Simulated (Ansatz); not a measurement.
**What a proton shuttle does**

Si₂H₆O ([SiH3][O][SiH3]) + H₂O → Si₂H₆O₂ ([OH][SiH2][O][SiH3]) + H₂ (links in brackets), a four-centre ligand exchange, has a barrier of 162.9 kJ/mol above its start structure and a step energy of -83.4 kJ/mol. One H₂O is now added to the ring of the saddle, taking the hydrogen and handing on one of its own. Gas-phase electronic energies, without zero-point energy, by CCSD(T) at an estimated basis limit (MP2 extrapolated from triple and quadruple zeta, plus CCSD(T) − MP2 in triple zeta); Ansatz 0.2.0, def2-TZVPP and QZVPP, frozen cores, on PBE0-D4/def2-TZVP structures. Extrapolation: Hartree–Fock as exp(−7.88 √X), correlation as X^−2.97. Each barrier counts from its own start structure, which holds all the molecules, is reached by relaxing down from the saddle and may not be the deepest complex; no counterpoise correction.

Task: What are the barrier and the step energy with the shuttle? (Judge from chemistry; the value comes from the calculation.)

Result: The calculation gives: Barrier 132.5 kJ/mol, 30.4 kJ/mol lower than without; step energy -80.0 kJ/mol, both from the start structure. Counted from all the molecules apart, the saddle lies at 94.2 kJ/mol with the shuttle and at 151.4 kJ/mol without; the start well goes from -11.5 to -38.3 kJ/mol. At the saddle the angle at each passing proton is O–H···H 133° without the shuttle, against O–H···O 155° and O–H···H 156° with it. Bringing in the extra molecule costs entropy, which these electronic energies leave out.

The T1 diagnostic stays at or below 0.013.

For scale, one of the runs: CCSD(T)/def2-TZVPP, 317 basis functions, launched by `ansatz run in.yaml --threads 8 --pin off --events-out ev --progress --plain --max-ram 19148MiB`. Time: 3.2 min of wall clock on 8 CPU threads of an AMD EPYC 7B13; the host was shared. Peak host memory: 12 GiB.
